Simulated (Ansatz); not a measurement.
Ansatz (a first-principles code) input (CCSD(T)/aug-cc-pVDZ):

Ansatz 0.2 input:
```yaml
crystal:
  periodic: [false, false, false]
  atoms:
    - {symbol: F, position_ang: [-1.80754441, 0.61702669, 1.08449588]}
    - {symbol: C, position_ang: [-1.33179886, -0.05552002, 0.02806963]}
    - {symbol: F, position_ang: [-1.74699147, -1.32633899, 0.11364742]}
    - {symbol: F, position_ang: [-1.84771333, 0.48410339, -1.08428290]}
    - {symbol: Ge, position_ang: [0.67799096, 0.02826408, -0.01428966]}
    - {symbol: F, position_ang: [1.22468092, 1.64782292, -0.12367705]}
    - {symbol: F, position_ang: [1.30181551, -0.82770892, -1.36038012]}
    - {symbol: F, position_ang: [1.35298418, -0.65838626, 1.40229137]}
basis:
  gaussian:
    orbitals: aug-cc-pVDZ
magnetization: {spin_polarized: true, initial_magnetization: 2}
correlation: {method: ccsd_t, electrons: outside_noble_gas}
```

Output:

```
Functional definition: HF
integrals: 1.54 GiB planned
1904 factors; integrals over basis functions are off by at most 3.3e-4 eV
1.47 GiB of device memory are held for the factors and their scratch space
mean field: 2.24 GiB planned
mean field evaluation 1: about -73727.3211 eV, gradient 4.3e1 eV
mean field evaluation 2: about -73727.3587 eV, gradient 4.3e1 eV
mean field evaluation 4: about -73735.0520 eV, gradient 4.1e0 eV
mean field evaluation 8: about -73735.4319 eV, gradient 5.5e-1 eV
mean field evaluation 16: about -73735.4423 eV, gradient 1.9e-6 eV
mean field evaluation 32: about -73734.7131 eV, gradient 1.7e-1 eV
mean field evaluation 64: about -73727.5257 eV, gradient 3.3e1 eV
mean field evaluation 96: about -73734.6891 eV, gradient 4.0e-1 eV
mean field evaluation 128: about -73730.8908 eV, gradient 7.2e0 eV
mean field evaluation 160: about -73730.8135 eV, gradient 1.3e1 eV
mean field evaluation 192: about -73732.2322 eV, gradient 1.3e0 eV
mean field evaluation 224: about -73732.2567 eV, gradient 7.8e-1 eV
mean field evaluation 256: about -73729.9644 eV, gradient 1.7e1 eV
mean field evaluation 288: about -73732.2455 eV, gradient 1.9e-1 eV
mean field evaluation 320: about -73734.7181 eV, gradient 4.5e-2 eV
mean field evaluation 352: about -73734.5420 eV, gradient 3.8e-3 eV
mean field -73735.44225785 eV, -2709.7275232983 hartree, gradient 1.9e-6 eV, S^2 2.015880; 9 other end points of the search recorded, 0 dependent functions left out
determinant -73735.44225785 eV, -2709.7275232983 hartree, with singles and doubles -73775.33166729 eV, -2711.1934320570 hartree
determinant -73734.71828772 eV, -2709.7009178867 hartree, with singles and doubles -73773.65705335 eV, -2711.1318911297 hartree
determinant -73734.54201919 eV, -2709.6944401375 hartree, with singles and doubles -73774.53351259 eV, -2711.1641004130 hartree
determinant -73732.24549832 eV, -2709.6100445521 hartree, with singles and doubles -73773.07775858 eV, -2711.1106024396 hartree
21 core orbitals not correlated, not the lowest: weight in the atoms' cores, before any rotation towards them, 0.939 or more for the frozen orbitals, at most 0.060 for the correlated occupied ones
reference -73735.44225785 eV, -2709.7275232983 hartree; 26, 24 occupied and 150, 152 virtual orbitals, 1904 factors
second order -39.71966188 eV of doubles, -0.00000000 eV of singles
coupled cluster: 10.03 GiB planned
cycle   1  -39.84793012 eV  change    -1.1e0 eV  update   5.3e-2
cycle   2  -39.96603845 eV  change   -1.2e-1 eV  update   1.3e-2
cycle   3  -39.96959526 eV  change   -3.6e-3 eV  update   8.8e-3
cycle   4  -39.97825760 eV  change   -8.7e-3 eV  update   3.6e-3
cycle   5  -39.97971366 eV  change   -1.5e-3 eV  update   2.3e-3
cycle   6  -39.98189298 eV  change   -2.2e-3 eV  update   1.1e-3
cycle   7  -39.98230324 eV  change   -4.1e-4 eV  update   5.3e-4
cycle   8  -39.98238816 eV  change   -8.5e-5 eV  update   2.5e-4
cycle   9  -39.98243652 eV  change   -4.8e-5 eV  update   1.6e-4
cycle  10  -39.98239083 eV  change    4.6e-5 eV  update   7.7e-5
cycle  11  -39.98238699 eV  change    3.8e-6 eV  update   5.1e-5
perturbative correction -1.24717492 eV, -0.0458328330 hartree
Total energy: -73776.67181976 eV, -2711.2426817519 hartree
```

This state (charge 0, triplet) is run at the relaxed geometry of the species with charge 0 and multiplicity 1, and is a spin state other than that species' own.
